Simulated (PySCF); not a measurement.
**Ru (ruthenium, neutral) across methods**

[Kr] 4d7 5s1, high-spin 5F determinant. All numbers are calculated (PySCF 2.14, the spin-free X2C one-electron Hamiltonian (Gaussian nucleus), in x2c-TZVPPall). The B2PLYP total includes its PT2 part (frozen core); its orbital energies are those of the SCF part.

```json
{"method": "LC-wPBE", "E (hartree)": "-4529.89", "mean ε 4d α (eV)": "-10.115", "mean ε 4d β (eV)": "-8.313", "mean ε 5s α (eV)": "-7.154", "Σ⟨r²⟩ (bohr²)": "51.86", "⟨S²⟩": "6.002"}
{"method": "r2SCAN", "E (hartree)": "-4530.33", "mean ε 4d α (eV)": "-6.243", "mean ε 4d β (eV)": "-4.309", "mean ε 5s α (eV)": "-4.949", "Σ⟨r²⟩ (bohr²)": "51.88", "⟨S²⟩": "6.002"}
{"method": "LDA", "E (hartree)": "-4525.28", "mean ε 4d α (eV)": "-6.094", "mean ε 4d β (eV)": "-4.317", "mean ε 5s α (eV)": "-4.958", "Σ⟨r²⟩ (bohr²)": "52.27", "⟨S²⟩": "6.001"}
{"method": "PBEsol", "E (hartree)": "-4527.54", "mean ε 4d α (eV)": "-5.960", "mean ε 4d β (eV)": "-4.159", "mean ε 5s α (eV)": "-4.784", "Σ⟨r²⟩ (bohr²)": "52.19", "⟨S²⟩": "6.001"}
{"method": "PBE", "E (hartree)": "-4529.92", "mean ε 4d α (eV)": "-5.956", "mean ε 4d β (eV)": "-4.218", "mean ε 5s α (eV)": "-4.727", "Σ⟨r²⟩ (bohr²)": "52.37", "⟨S²⟩": "6.001"}
{"method": "B2PLYP", "E (hartree)": "-4529.77", "mean ε 4d α (eV)": "-8.849", "mean ε 4d β (eV)": "-6.906", "mean ε 5s α (eV)": "-5.684", "Σ⟨r²⟩ (bohr²)": "52.39", "⟨S²⟩": "6.003"}
{"method": "PBE0", "E (hartree)": "-4529.99", "mean ε 4d α (eV)": "-7.467", "mean ε 4d β (eV)": "-5.589", "mean ε 5s α (eV)": "-5.290", "Σ⟨r²⟩ (bohr²)": "52.04", "⟨S²⟩": "6.002"}
{"method": "UHF", "E (hartree)": "-4527.98962", "mean ε 4d α (eV)": "-11.462", "mean ε 4d β (eV)": "-9.051", "mean ε 5s α (eV)": "-6.482", "Σ⟨r²⟩ (bohr²)": "52.78", "⟨S²⟩": "6.004"}
{"method": "BP86", "E (hartree)": "-4530.87", "mean ε 4d α (eV)": "-6.058", "mean ε 4d β (eV)": "-4.422", "mean ε 5s α (eV)": "-4.893", "Σ⟨r²⟩ (bohr²)": "52.27", "⟨S²⟩": "6.001"}
```
